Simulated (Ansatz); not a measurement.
Sn2Ge5⁺, relaxed as a doublet with UKS PBE-D4/def2-SVP in Ansatz, starting from the GFN1-xTB geometry. Force threshold 0.03 eV/Å.

In the def2 sets Sn takes a core potential; there is no spin–orbit coupling. The structure comes from a short search, and lower isomers may exist.

Start:

```xyz
7

Ge   -1.374   -0.694   -0.900
Ge    0.825    1.073    1.183
Ge    0.037    1.491   -0.993
Ge   -2.172    1.324   -1.951
Ge   -0.587   -1.147    1.271
Sn    1.413   -0.943   -0.796
Sn    1.858   -1.103    2.186
```

Q: Estimate the energy that the relaxation releases and the steps that it takes.

A: 1.07 eV, in 16 steps; 2.2 min on 4 threads of Intel Xeon on a shared host. No frequencies were taken in this run, so the end may be a saddle point.

Q: Does the start keep its bonding and symmetry?

A: Bonds lost: Ge5–Sn6 (atoms count from 1). Bonds formed: Ge1–Ge2, Ge2–Ge4 (atoms count from 1).

Q: Predict the relaxed structure.

A: 
```xyz
7

Ge   -1.160   -0.821   -1.025
Ge    0.050    0.960    0.773
Ge    0.531    1.457   -1.690
Ge   -2.016    1.572   -0.882
Ge   -0.833   -1.409    1.415
Sn    1.601   -1.004   -0.813
Sn    1.827   -0.755    2.222
```
Bond lengths (bridged metal pairs left out): 7 × Ge–Ge 2.53 to 2.80 Å; 5 × Ge–Sn 2.78 to 2.96 Å; 1 × Sn–Sn 3.05 Å.
